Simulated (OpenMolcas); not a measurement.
Pd2+ (d8) among equal point charges was computed by CASSCF with the d shell active (OpenMolcas, ANO-RCC-VDZP on the metal). Its lowest spin-free states, and all those of the highest spin:

| 2S+1 | Degeneracy | E (cm-1) |
| --- | --- | --- |
| 3 | 1 | 0.0 |
| 3 | 1 | 9595 |
| 3 | 2 | 9890 |
| 1 | 1 | 14917 |
| 1 | 1 | 15022 |
| 3 | 2 | 16063 |
| 3 | 1 | 16644 |
| 1 | 1 | 23482 |
| 1 | 2 | 23760 |
| 1 | 1 | 24762 |
| 3 | 2 | 27230 |
| 3 | 1 | 27569 |

Question: Is the site octahedral, tetrahedral or cube-like, axial, or of lower symmetry?

Answer: The states with 2S+1 = 3 have orbital degeneracies 1, 1, 2, 2, 1, 2, 1. There are pairs but no triples, so the site is axial: not cubic, but with a proper or improper axis of order three or more. The run had Pd2+ among 6 point charges of -1.7 e arranged as a tetragonal octahedron (D4h), 1.95 Å from the ion, with the axial distance 1.911 Å. The active orbitals were held to one l.

Without dynamic correlation the repulsion within the d shell is too large (B by tens of per cent), so at a given field states of lower spin stand too high. Real 4d8 and 5d8 ions are as a rule square planar and diamagnetic. Point charges give a weaker field than real ligands, and real ions of this kind are as a rule low spin; the high spin found here belongs to the model. This is an electrostatic model: the charges have no orbitals. No measured value stands beside these numbers.
